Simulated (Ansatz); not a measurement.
Reaction (SMILES): O[Si]([SiH3])([SiH3])[SiH3] + H+ → [OH2+][Si]([SiH3])([SiH3])[SiH3]
Geometries: B3LYP-D3(BJ)/def2-TZVP minima from Ansatz (a first-principles code), one conformer each, not searched for the lowest.

Quantity: proton affinity (electronic energy difference), positive where the reaction releases energy, in kJ/mol. Valence correlation only, unless marked. No spin-orbit coupling. Non-relativistic. CBS marks a two-point X^-3 extrapolation of the correlation energy; Hartree-Fock from the larger set. [CCSD(T)-MP2]/basis is that difference in the basis named.

```tsv
level	program	proton affinity (kJ/mol)
HF/cc-pV(Q+d)Z	Ansatz	835.9
PBE/def2-TZVPD	Ansatz	818.5
PBE-D3(BJ)/def2-TZVPD	Ansatz + dftd3	820.6
BLYP-D3(BJ)/def2-TZVPD	Ansatz + dftd3	824.0
BLYP/def2-TZVPD	Ansatz	820.1
B97M-V/def2-TZVPD	Ansatz	809.6
PBE0/def2-SVP	Ansatz	843.1
PBE0-D3(BJ)/def2-TZVP	Ansatz + dftd3	824.8
PBE0-D4/def2-TZVP	Ansatz + dftd4	820.7
PBE0-D4/def2-TZVPD	Ansatz + dftd4	820.1
BHLYP/def2-TZVPD	Ansatz	823.8
r2SCANh-D4/def2-TZVPD	Ansatz + dftd4	815.4
r2SCANh/def2-TZVPD	Ansatz	816.1
r2SCAN0-D4/def2-TZVPD	Ansatz + dftd4	816.4
HSE06/def2-TZVPD	Ansatz	822.1
CAM-B3LYP/def2-TZVPD	Ansatz	814.0
B2GP-PLYP-D4/def2-TZVPD	Ansatz + dftd4	814.2
B2PLYP-D3(BJ)/def2-TZVPD	Ansatz + dftd3	817.1
CCSD(T)/6-31G	Ansatz	907.6
RI-MP2/CBS(cc-pV(T+d)Z,cc-pV(Q+d)Z)+[CCSD(T)-MP2]/cc-pV(Q+d)Z	Ansatz	818.3
CCSD(T)/CBS(cc-pV(T+d)Z,cc-pV(Q+d)Z)	Ansatz	818.1
```
